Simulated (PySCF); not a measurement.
Some computed properties have been withheld. Give your best values.

Species: C₅H₆N₂Si.
InChI=1S/C5H6N2Si/c1-2-3-4-7-8-5-6/h4H,8H2,1H3/b7-4+

Conformer (atom-mapped SMILES and torsion angles): `[CH3:1][C:2]#[C:3]/[CH:4]=[N:5]/[SiH2:6][C:7]#[N:8]`: C4–N5–Si6–C7 -120°.

```json
{"property": "point group of the GFN2-xTB geometry", "level": "GFN2-xTB", "value": "C1"}
{"property": "rotational constants A, B, C of the GFN2-xTB geometry", "level": "GFN2-xTB", "value": "?"}
{"property": "dipole moment", "level": "PBE0/pcSseg-1", "value": "5.73 D"}
{"property": "HOMO energy", "level": "PBE0/pcSseg-1", "value": "-7.65 eV"}
{"property": "LUMO energy", "level": "PBE0/pcSseg-1", "value": "-2.04 eV"}
{"property": "13C chemical shifts (computed TMS as zero) by class", "level": "GIAO PBE0/pcSseg-1", "value": "?"}
{"property": "1H chemical shifts (computed TMS as zero) by class", "level": "GIAO PBE0/pcSseg-1", "value": "8.34 (1 H), 5.32 (2 H), 2.34 (3 H) ppm"}
{"property": "isotropic shieldings of nuclei other than C and H, by class", "level": "GIAO PBE0/pcSseg-1", "value": "?"}
```

The electronic properties come from PySCF, for the isolated species, density fitting. GFN2-xTB frequencies show an imaginary mode (40i cm⁻¹), so this geometry is no minimum at that level.

Task: The 13C chemical shifts (computed TMS as zero) by class?

Result: 163.0 (1 C), 123.5 (1 C), 106.1 (1 C), 88.0 (1 C), 5.8 (1 C) ppm.

Task: What are the isotropic shieldings of nuclei other than C and H, by class?

Result: -122 (1 N), -92 (1 N), 418 (1 Si) ppm.

Task: The rotational constants A, B, C of the GFN2-xTB geometry?

Result: 4.347, 0.598, 0.541 GHz.

With B = h/(8π²I), that is 505.379 GHz u Å² over I, the principal moments of inertia are 116.3, 844.7 and 934.1 u Å² (most abundant isotopes). The rotational constants make it an asymmetric top with κ = (2B − A − C)/(A − C) = -0.97, nearer the prolate limit (−1). The dipole matches unit charges of opposite sign 1.19 Å apart (1 e·Å = 4.8032 D).

One conformer stands for the species.
